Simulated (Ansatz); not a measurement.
Ansatz (a program for electronic structure) input (B2PLYP/def2-TZVPD):

Ansatz 0.2 input:
```yaml
crystal:
  periodic: [false, false, false]
  atoms:
    - {symbol: Ga, position_ang: [-0.00000000, -0.00000000, -1.65171333]}
    - {symbol: I, position_ang: [0.00000000, 0.00000000, 0.96609648]}
basis:
  gaussian:
    orbitals: def2-TZVPD
hamiltonian:
  xc: {name: B2PLYP}
total_charge: -1
magnetization: {spin_polarized: true, initial_magnetization: 1}
correlation: {electrons: outside_noble_gas}
```

End of the output:

```
integrals: 0.10 GiB planned
870 factors; integrals over basis functions are off by at most 9.9e-4 eV
mean field: 0.73 GiB planned
mean field evaluation 1: about -60459.3251 eV, gradient 1.4e1 eV
mean field evaluation 2: about -60459.3558 eV, gradient 1.4e1 eV
mean field evaluation 4: about -60460.4488 eV, gradient 1.5e0 eV
mean field evaluation 8: about -60460.4850 eV, gradient 3.0e-1 eV
mean field evaluation 16: about -60460.4885 eV, gradient 1.3e-3 eV
mean field -60460.48853063 eV, -2221.8819719096 hartree, gradient 8.7e-6 eV, S^2 0.756610; 2 other end points of the search recorded, 0 dependent functions left out
23 core orbitals not correlated
reference -60460.48864256 eV, -2221.8819760231 hartree; 6, 5 occupied and 84, 85 virtual orbitals, 870 factors
second order -6.60333823 eV of doubles, -0.00000000 eV of singles
Total energy: -60462.27154389 eV, -2221.9474964382 hartree
```

This state (charge -1, doublet) is run at the relaxed geometry of the species with charge 0 and multiplicity 1.
